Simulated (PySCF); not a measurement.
## UHF on Ga²⁺ (gallium, charge +2)

Configuration: [Ar] 3d10 4s1, 2S determinant. Computed with PySCF 2.14 in aug-cc-pwCVDZ-PP with ECP10MDF (6s5p4d1f, 48 functions), with scalar relativity through the core potential.

- Total energy: -257.399062 hartree
- One-electron energy: -448.0399 hartree
- Hartree (Coulomb) energy: 212.0019 hartree
- Exchange energy: -21.3611 hartree
- ⟨S²⟩: 0.7505
- ⟨L²⟩: 0.000
- Sum of ⟨r⟩: 15.41 bohr
- Sum of ⟨r²⟩: 17.27 bohr²

```tsv
shell	electrons	mean orbital energy (hartree)	rms radius, mean of both spins (bohr)
3s α	1	-7.34168	0.701
3s β	1	-7.32625	0.701
3p α	3	-5.32024	0.738
3p β	3	-5.31564	0.738
3d α	5	-1.91118	0.883
3d β	5	-1.90661	0.883
4s α	1	-1.09377	2.29
```

Energies and moments cover only the electrons outside the core potential.
